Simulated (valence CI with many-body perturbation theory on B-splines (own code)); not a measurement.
# Hg⁶⁵⁺: electric-dipole lines

Method: valence CI with perturbative core correlation (CI+MBPT): five valence electrons over a frozen Dirac-Fock core [Ne], radial functions for each j: 9 s, 9 p, 8 d, 6 f, 3 g, 1 h, with the one-electron correlation potential Σ1 (screened to all orders), the two-electron term Σ2, the three-electron term Σ3, Breit, model QED; selected single and double excitations, second order for the rest (own B-spline code, finite nucleus).

The last digits are not significant, and no measured levels were compared; by estimate large intervals hold to a few tenths of a per cent, small ones and those within an open d or f shell to about a per cent. Among the levels kept, up to 630 cm⁻¹ of a level comes from second order outside the variational space, and about a tenth of that is noise between levels of different J, which matters for small intervals.

Lines 101 to 150 of 225 in falling wavelength, among levels below 88.180 Ry, chosen from the strongest by gf and those to the six lowest levels. Wavelengths and rates use the calculated energies. Electric multipoles are in the length gauge, E1 and E2 with the static RPA response of the core. Weak lines are less certain than strong ones. Lines between different terms over intervals too small for the method are left out, as are lines whose strength nearly cancels. The highest levels of a list are the least certain.

Levels are named by their leading jj configuration (3d3/2^4 stands for four electrons in 3d with j = 3/2), which in mixed levels can hold well under half, so a name can repeat and another be missing. Letters in brackets count levels of one name in rising energy.

| λ vac (Å) | Upper | Lower | A (s⁻¹) | log gf | Branch % |
| --- | --- | --- | --- | --- | --- |
| 45.38 | (3s^2 3p1/2 3d3/2 3d5/2) J=9/2 | (3s^2 3p1/2 3p3/2 3d5/2) J=9/2 | 2.07e+10 | -1.19 | 4.7 |
| 45.12 | (3s^2 3p1/2 3d3/2^2) J=3/2 | (3s^2 3p1/2 3p3/2 3d3/2) J=5/2 [b] | 1.30e+10 | -1.80 | 0.1 |
| 44.56 | (3s^2 3p1/2 3p3/2^2) J=1/2 | (3s^2 3p1/2^2 3d3/2) J=3/2 | 8.86e+06 | -5.28 | 1.3 |
| 44.28 | (3s^2 3p1/2 3p3/2 3d3/2) J=1/2 [b] | (3s^2 3p1/2 3p3/2^2) J=1/2 | 1.10e+09 | -3.19 | 0.0 |
| 44.05 | (3s 3p1/2^2 3p3/2 3d3/2) J=3/2 [b] | (3s 3p1/2^2 3p3/2^2) J=5/2 | 3.97e+09 | -2.34 | 0.3 |
| 44.02 | (3s^2 3p1/2 3p3/2 3d3/2) J=3/2 [b] | (3s^2 3p1/2 3p3/2^2) J=1/2 | 1.66e+09 | -2.72 | 0.0 |
| 43.86 | (3s^2 3p1/2 3d3/2 3d5/2) J=5/2 [b] | (3s^2 3p1/2 3p3/2 3d5/2) J=7/2 [b] | 2.60e+09 | -2.35 | 0.0 |
| 43.57 | (3s 3p1/2^2 3p3/2 3d5/2) J=3/2 [a] | (3s^2 3p1/2 3p3/2 3d3/2) J=3/2 [b] | 4.91e+09 | -2.25 | 0.4 |
| 43.54 | (3s^2 3p1/2 3p3/2 3d3/2) J=5/2 [b] | (3s^2 3p1/2 3p3/2^2) J=5/2 | 3.81e+09 | -2.19 | 0.1 |
| 42.15 | (3s 3p1/2^2 3p3/2 3d5/2) J=7/2 [a] | (3s^2 3p1/2 3p3/2 3d3/2) J=5/2 [b] | 3.44e+09 | -2.14 | 0.7 |
| 41.67 | (3s^2 3p1/2 3p3/2 3d3/2) J=5/2 [b] | (3s^2 3p1/2 3p3/2^2) J=3/2 | 1.86e+08 | -3.54 | 0.0 |
| 41.51 | (3s^2 3p1/2 3p3/2 3d3/2) J=3/2 [b] | (3s^2 3p1/2 3p3/2^2) J=5/2 | 2.83e+09 | -2.53 | 0.0 |
| 40.07 | (3s^2 3p1/2 3d3/2 3d5/2) J=7/2 [b] | (3s^2 3p1/2 3p3/2 3d5/2) J=5/2 [a] | 2.74e+09 | -2.28 | 0.0 |
| 40.01 | (3s^2 3p1/2 3p3/2 3d3/2) J=1/2 [b] | (3s^2 3p1/2 3p3/2^2) J=3/2 | 1.10e+10 | -2.28 | 0.1 |
| 39.87 | (3s 3p1/2^2 3p3/2 3d5/2) J=1/2 | (3s^2 3p1/2 3p3/2 3d3/2) J=1/2 [b] | 1.24e+10 | -2.23 | 2.3 |
| 39.81 | (3s^2 3p1/2 3p3/2 3d3/2) J=3/2 [b] | (3s^2 3p1/2 3p3/2^2) J=3/2 | 2.12e+08 | -3.70 | 0.0 |
| 39.68 | (3s 3p1/2^2 3p3/2 3d5/2) J=7/2 [b] | (3s^2 3p1/2 3p3/2 3d3/2) J=5/2 [b] | 5.50e+09 | -1.98 | 0.3 |
| 39.53 | (3s^2 3p1/2 3d3/2 3d5/2) J=7/2 [b] | (3s^2 3p1/2 3p3/2 3d5/2) J=9/2 | 2.60e+09 | -2.31 | 0.0 |
| 39.50 | (3s 3p1/2^2 3p3/2 3d5/2) J=5/2 [b] | (3s^2 3p1/2 3p3/2 3d3/2) J=3/2 [b] | 3.63e+09 | -2.29 | 0.2 |
| 38.26 | (3s^2 3p1/2 3d3/2 3d5/2) J=5/2 [b] | (3s^2 3p1/2 3p3/2 3d5/2) J=7/2 [a] | 3.59e+09 | -2.33 | 0.0 |
| 37.83 | (3s^2 3p1/2 3d3/2 3d5/2) J=7/2 [b] | (3s^2 3p1/2 3p3/2 3d5/2) J=7/2 [a] | 9.26e+09 | -1.80 | 0.1 |
| 37.82 | (3s 3p1/2^2 3p3/2 3d5/2) J=5/2 [b] | (3s^2 3p1/2 3p3/2 3d3/2) J=5/2 [b] | 3.27e+09 | -2.38 | 0.2 |
| 37.25 | (3s^2 3p1/2 3d3/2 3d5/2) J=5/2 [a] | (3s^2 3p1/2 3p3/2 3d3/2) J=3/2 [b] | 5.83e+09 | -2.14 | 0.8 |
| 36.39 | (3s 3p1/2^2 3p3/2 3d5/2) J=3/2 [a] | (3s^2 3p1/2 3p3/2 3d3/2) J=3/2 [a] | 7.04e+09 | -2.25 | 0.6 |
| 35.17 | (3s^2 3p1/2 3p3/2 3d5/2) J=3/2 [a] | (3s^2 3p1/2 3p3/2^2) J=1/2 | 2.86e+09 | -2.67 | 0.9 |
| 34.99 | (3s 3p1/2^2 3p3/2 3d5/2) J=5/2 [a] | (3s 3p1/2^2 3p3/2^2) J=3/2 | 3.53e+09 | -2.41 | 0.5 |
| 34.92 | (3s^2 3p1/2 3p3/2 3d5/2) J=7/2 [a] | (3s^2 3p1/2 3p3/2^2) J=5/2 | 1.48e+09 | -2.67 | 67.7 |
| 34.15 | (3s 3p1/2^2 3p3/2 3d5/2) J=3/2 [a] | (3s 3p1/2^2 3p3/2^2) J=1/2 | 2.75e+10 | -1.72 | 2.4 |
| 33.84 | (3s 3p1/2^2 3p3/2 3d5/2) J=3/2 [a] | (3s 3p1/2^2 3p3/2^2) J=3/2 | 1.09e+11 | -1.13 | 9.5 |
| 33.54 | (3s^2 3p1/2 3p3/2 3d5/2) J=3/2 [a] | (3s^2 3p1/2 3p3/2^2) J=5/2 | 3.18e+10 | -1.67 | 9.9 |
| 33.50 | (3s 3p1/2^2 3p3/2 3d5/2) J=5/2 [b] | (3s^2 3p1/2 3p3/2 3d3/2) J=3/2 [a] | 1.72e+10 | -1.76 | 1.1 |
| 33.20 | (3s^2 3p1/2 3p3/2 3d5/2) J=5/2 [a] | (3s^2 3p1/2 3p3/2^2) J=5/2 | 1.53e+11 | -0.82 | 58.3 |
| 33.10 | (3s 3p1/2^2 3p3/2 3d5/2) J=5/2 [b] | (3s^2 3p1/2 3p3/2 3d3/2) J=5/2 [a] | 7.28e+09 | -2.14 | 0.4 |
| 33.02 | (3s^2 3p1/2 3d3/2 3d5/2) J=7/2 [a] | (3s^2 3p1/2 3p3/2 3d3/2) J=7/2 | 8.31e+10 | -0.96 | 14.9 |
| 32.62 | (3s^2 3p1/2 3d3/2 3d5/2) J=5/2 [a] | (3s^2 3p1/2 3p3/2 3d3/2) J=7/2 | 2.61e+10 | -1.60 | 3.5 |
| 32.60 | (3s^2 3p1/2 3d3/2 3d5/2) J=5/2 [b] | (3s^2 3p1/2 3p3/2 3d3/2) J=3/2 [b] | 3.32e+11 | -0.50 | 3.4 |
| 32.42 | (3s^2 3p1/2 3p3/2 3d5/2) J=3/2 [a] | (3s^2 3p1/2 3p3/2^2) J=3/2 | 2.46e+11 | -0.81 | 76.4 |
| 32.13 | (3s 3p1/2^2 3p3/2 3d5/2) J=5/2 [a] | (3s 3p1/2^2 3p3/2^2) J=5/2 | 2.64e+11 | -0.61 | 37.8 |
| 32.13 | (3s^2 3p1/2^2 3d5/2) J=5/2 | (3s^2 3p1/2^2 3p3/2) J=3/2 | 3.66e+11 | -0.47 | 100.0 |
| 32.11 | (3s^2 3p1/2 3p3/2 3d5/2) J=5/2 [a] | (3s^2 3p1/2 3p3/2^2) J=3/2 | 9.09e+10 | -1.07 | 34.5 |
| 31.97 | (3s 3p1/2^2 3p3/2 3d5/2) J=1/2 | (3s 3p1/2^2 3p3/2^2) J=1/2 | 4.21e+11 | -0.89 | 79.6 |
| 31.88 | (3s^2 3p1/2 3p3/2 3d5/2) J=3/2 [b] | (3s^2 3p1/2 3p3/2^2) J=1/2 | 3.89e+11 | -0.63 | 74.4 |
| 31.87 | (3s^2 3p1/2 3d3/2 3d5/2) J=7/2 [a] | (3s^2 3p1/2 3p3/2 3d3/2) J=5/2 [a] | 3.22e+11 | -0.41 | 57.7 |
| 31.87 | (3s^2 3p1/2 3d3/2 3d5/2) J=5/2 [a] | (3s^2 3p1/2 3p3/2 3d3/2) J=3/2 [a] | 2.47e+11 | -0.65 | 32.6 |
| 31.72 | (3s^2 3p1/2 3d3/2 3d5/2) J=9/2 | (3s^2 3p1/2 3p3/2 3d3/2) J=7/2 | 4.15e+11 | -0.20 | 94.3 |
| 31.69 | (3s 3p1/2^2 3p3/2 3d5/2) J=1/2 | (3s 3p1/2^2 3p3/2^2) J=3/2 | 3.38e+10 | -1.99 | 6.4 |
| 31.55 | (3s^2 3p1/2 3p3/2 3d5/2) J=1/2 | (3s^2 3p1/2 3p3/2^2) J=1/2 | 5.73e+11 | -0.77 | 78.6 |
| 31.51 | (3s^2 3p1/2 3d3/2 3d5/2) J=5/2 [a] | (3s^2 3p1/2 3p3/2 3d3/2) J=5/2 [a] | 2.01e+11 | -0.75 | 26.5 |
| 31.50 | (3s 3p1/2^2 3p3/2 3d5/2) J=7/2 [a] | (3s 3p1/2^2 3p3/2^2) J=5/2 | 4.15e+11 | -0.31 | 78.5 |
| 31.47 | (3s^2 3p1/2 3p3/2 3d5/2) J=5/2 [b] | (3s^2 3p1/2 3p3/2^2) J=5/2 | 1.71e+11 | -0.82 | 17.3 |

Problem. How does gf follow from A for the line at 39.50 Å?

Solution. gf = 1.4992 × (2J+1)_upper × A / σ², with σ = 2531823 cm⁻¹ and 2J+1 = 6: gf = 0.00509.
